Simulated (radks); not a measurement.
The numbers below are computed, except where a source is named.
The mean radii <r> (bohr) of the occupied orbitals of an atom or ion are listed with their occupations. Level of theory: scalar-relativistic Kohn-Sham, BLYP, spin-polarised, spherical densities, point nucleus (a radial shooting solver on a logarithmic mesh with Libxc functionals).

| orbital | occ. | <r> |
|---|---|---|
| 1s up | 1 | 0.02457 |
| 1s down | 1 | 0.02457 |
| 2s up | 1 | 0.1052 |
| 2s down | 1 | 0.1052 |
| 2p up | 3 | 0.09235 |
| 2p down | 3 | 0.09235 |
| 3s up | 1 | 0.2787 |
| 3s down | 1 | 0.2786 |
| 3p up | 3 | 0.2767 |
| 3p down | 3 | 0.2766 |
| 3d up | 5 | 0.2535 |
| 3d down | 5 | 0.2534 |
| 4s up | 1 | 0.6397 |
| 4s down | 1 | 0.6394 |
| 4p up | 3 | 0.6786 |
| 4p down | 3 | 0.6782 |
| 4d up | 5 | 0.7538 |
| 4d down | 5 | 0.7528 |
| 5s up | 1 | 1.551 |
| 5s down | 1 | 1.561 |
| 5p up | 3 | 1.804 |
| 5p down | 2 | 1.830 |
| 4f up | 3 | 1.321 |

Name the element and its charge. Open shells, if any, are filled with parallel spins first.

Answer. Z = 58, cerium, charge +2: Ce2+ in [Kr] 4d10 4f3 5s2 5p5. The 1s radius gives Z: for a bare nucleus <r> = (2 gamma + 1)/(2Z) with gamma = sqrt(1 - (Z/c)^2), 0.02424 bohr for Z = 58, and screening makes it slightly larger (0.02457 here). The occupations add up to 56, and the charge is Z minus that.
